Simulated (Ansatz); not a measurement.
Ansatz (an electronic-structure program) input (B3LYP-D3(BJ)/def2-TZVP):

Ansatz 0.2 input:
```yaml
crystal:
  periodic: [false, false, false]
  atoms:
    - {symbol: Ga, position_ang: [0.80512851, -0.01448369, -0.09027700]}
    - {symbol: Cl, position_ang: [-0.85253169, 1.35517224, -1.18932167]}
    - {symbol: Cl, position_ang: [-0.61564382, -1.32876081, 1.35394444]}
basis:
  gaussian:
    orbitals: def2-TZVP
hamiltonian:
  xc: b3lyp
  dispersion: d3bj
total_charge: -1
phonons: {temperatures: {t_min: 298.15, t_max: 298.15, t_step: 100}}
```

Output:

```
Functional definition: B3LYP
integrals: 0.05 GiB planned
929 factors; their error is unknown
mean field: 0.48 GiB planned
mean field evaluation 1: about -77430.7179 eV, gradient 2.2e1 eV
mean field evaluation 2: about -77430.4077 eV, gradient 3.0e1 eV
mean field evaluation 4: about -77431.1980 eV, gradient 5.4e-1 eV
mean field evaluation 8: about -77431.4070 eV, gradient 1.2e-1 eV
mean field evaluation 16: about -77431.4070 eV, gradient 2.8e-5 eV
mean field -77431.40699214 eV, -2845.5517220683 hartree, gradient 2.8e-5 eV, S^2 0.000000; 0 other end points of the search recorded, 0 dependent functions left out
the calculation of the forces begins
reference -77431.40719367 eV, -2845.5517294745 hartree; 33, 33 occupied and 89, 89 virtual orbitals, 929 factors
these checks for a lower state are left out or cut short: stability, starts, cluster_reference, orbital_swaps, neighbouring_geometries, increment
integrals: 0.05 GiB planned
929 factors; their error is unknown
mean field: 0.48 GiB planned
mean field -77431.40697956 eV, -2845.5517216060 hartree, gradient 2.4e-6 eV, S^2 0.000000; 0 other end points of the search recorded, 0 dependent functions left out
the calculation of the forces begins
reference -77431.40718110 eV, -2845.5517290127 hartree; 33, 33 occupied and 89, 89 virtual orbitals, 929 factors
these checks for a lower state are left out or cut short: stability, starts, cluster_reference, orbital_swaps, neighbouring_geometries, increment
integrals: 0.05 GiB planned
929 factors; their error is unknown
mean field: 0.48 GiB planned
mean field -77431.40698069 eV, -2845.5517216475 hartree, gradient 2.4e-6 eV, S^2 0.000000; 0 other end points of the search recorded, 0 dependent functions left out
the calculation of the forces begins
reference -77431.40718221 eV, -2845.5517290534 hartree; 33, 33 occupied and 89, 89 virtual orbitals, 929 factors
these checks for a lower state are left out or cut short: stability, starts, cluster_reference, orbital_swaps, neighbouring_geometries, increment
integrals: 0.05 GiB planned
929 factors; their error is unknown
mean field: 0.48 GiB planned
mean field evaluation 32: about -77431.4070 eV, gradient 5.9e-2 eV
mean field -77431.40705224 eV, -2845.5517242770 hartree, gradient 1.5e-6 eV, S^2 0.000000; 0 other end points of the search recorded, 0 dependent functions left out
the calculation of the forces begins
reference -77431.40725379 eV, -2845.5517316838 hartree; 33, 33 occupied and 89, 89 virtual orbitals, 929 factors
these checks for a lower state are left out or cut short: stability, starts, cluster_reference, orbital_swaps, neighbouring_geometries, increment
integrals: 0.05 GiB planned
929 factors; their error is unknown
mean field: 0.48 GiB planned
mean field -77431.40691496 eV, -2845.5517192323 hartree, gradient 1.4e-6 eV, S^2 0.000000; 0 other end points of the search recorded, 0 dependent functions left out
the calculation of the forces begins
reference -77431.40711648 eV, -2845.5517266380 hartree; 33, 33 occupied and 89, 89 virtual orbitals, 929 factors
these checks for a lower state are left out or cut short: stability, starts, cluster_reference, orbital_swaps, neighbouring_geometries, increment
integrals: 0.05 GiB planned
929 factors; their error is unknown
mean field: 0.48 GiB planned
mean field -77431.40698503 eV, -2845.5517218072 hartree, gradient 1.1e-6 eV, S^2 0.000000; 0 other end points of the search recorded, 0 dependent functions left out
the calculation of the forces begins
reference -77431.40718656 eV, -2845.5517292132 hartree; 33, 33 occupied and 89, 89 virtual orbitals, 929 factors
these checks for a lower state are left out or cut short: stability, starts, cluster_reference, orbital_swaps, neighbouring_geometries, increment
integrals: 0.05 GiB planned
929 factors; their error is unknown
mean field: 0.48 GiB planned
mean field -77431.40699056 eV, -2845.5517220102 hartree, gradient 1.4e-6 eV, S^2 0.000000; 0 other end points of the search recorded, 0 dependent functions left out
the calculation of the forces begins
reference -77431.40719210 eV, -2845.5517294167 hartree; 33, 33 occupied and 89, 89 virtual orbitals, 929 factors
Total energy: -77431.55745326 eV, -2845.5572514124 hartree
Atom 0 at     0.805129    -0.014484    -0.090277 Å, force     0.000455    -0.000008    -0.000051 eV/Å
Atom 1 at    -0.852532     1.355172    -1.189322 Å, force    -0.000241     0.000155    -0.000118 eV/Å
Atom 2 at    -0.615644    -1.328761     1.353944 Å, force    -0.000214    -0.000147     0.000169 eV/Å
Dipole moment:     0.485625    -0.008736    -0.054452 e Å
Vibrations: 103.03 228.55 258.88 cm⁻¹, zero-point energy 0.036604 eV
```
